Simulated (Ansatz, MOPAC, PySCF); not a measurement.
Dimer: GeH4 (SMILES [GeH4]) (first 5 atoms) with CH3I (SMILES CI); geometry from B3LYP-D3(BJ)/def2-TZVP.
(charge 0, multiplicity 1):
| atom | x (Å) | y (Å) | z (Å) |
|---|---|---|---|
| Ge | 0.1737 | 0.2634 | 0.1122 |
| H | -1.0361 | -0.4960 | 0.6764 |
| H | -0.0282 | 0.4817 | -1.3968 |
| H | 1.4535 | -0.5465 | 0.3494 |
| H | 0.2839 | 1.6286 | 0.8071 |
| C | -1.4386 | 1.1313 | 3.6772 |
| I | 0.2821 | -0.0619 | 4.1891 |
| H | -2.0566 | 0.5367 | 3.0146 |
| H | -1.9551 | 1.3684 | 4.5999 |
| H | -1.0751 | 2.0243 | 3.1824 |

Monomers are frozen at their geometry in the pair; levels with a basis set take the counterpoise correction.

The state reached by AM1, PM7 isn't checked; PM7 holds dispersion and hydrogen-bond terms.

The values were computed with Ansatz (a first-principles code); MOPAC for AM1, PM7 (differences of heats of formation); PySCF for the dispersion terms. Values without a source in brackets are computed. In def2 rows elements past Kr take small-core potentials, without spin–orbit coupling.

**Question.** One of these levels gives -83.5 meV for the interaction energy. Which one is it?
A) SVWN5/def2-TZVPPD
B) PBE-D3(BJ)/def2-TZVPPD
C) PM7
D) AM1

**Answer.** B, PBE-D3(BJ)/def2-TZVPPD. The others give -9.5 (AM1), -55.3 (PM7), -115.1 (SVWN5/def2-TZVPPD)
